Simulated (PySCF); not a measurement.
BH2O2, SMILES O[B]O (connectivity only; charge and spin as stated), charge +1, multiplicity 1.

The structure is a stationary point at B3LYP-D3(BJ)/def2-TZVP. The spin state was assumed, not searched. The isomer is the one that the SMILES or the coordinates give; other isomers of the formula were not compared. Other conformers were not sampled.

Two levels are set side by side: TDDFT-PBE/def2-SVPD (PySCF) and TDDFT-ωB97X/def2-SVPD (PySCF). Vertical, same geometry. The lowest singlet is HOMO−1→LUMO 60 %, HOMO→LUMO+1 32 % with PBE and HOMO−1→LUMO+2 46 %, HOMO→LUMO+1 33 %, HOMO−1→LUMO 19 % with the other functional; states are paired by order. Differences are taken from unrounded values.

| quantity | TDDFT-ωB97X |
|---|---|
| lowest singlet excitation (eV) | 10.08 |
| lowest triplet excitation (TDA) (eV) | 9.44 |
| first bright state (f over 0.05) (eV) | 12.09 |
| its oscillator strength | 0.16 |

Task: What does TDDFT-PBE give, and how far is it from TDDFT-ωB97X? (An estimate is asked for; the answer gives what the named calculation found.)

Result: 
| quantity | TDDFT-PBE | TDDFT-PBE minus TDDFT-ωB97X |
|---|---|---|
| lowest singlet excitation (eV) | 9.28 | -0.80 |
| lowest triplet excitation (TDA) (eV) | 8.59 | -0.86 |
| first bright state (f over 0.05) (eV) | 11.02 | -1.07 |
| its oscillator strength | 0.07 | -0.10 |

A lower first singlet is the usual sign of a functional without exact exchange. Differences between two approximate levels are no errors against the true value.

Rough cost on one machine, each run with all the roots and properties that it gave: TDDFT-ωB97X against TDDFT-PBE about 4 times.
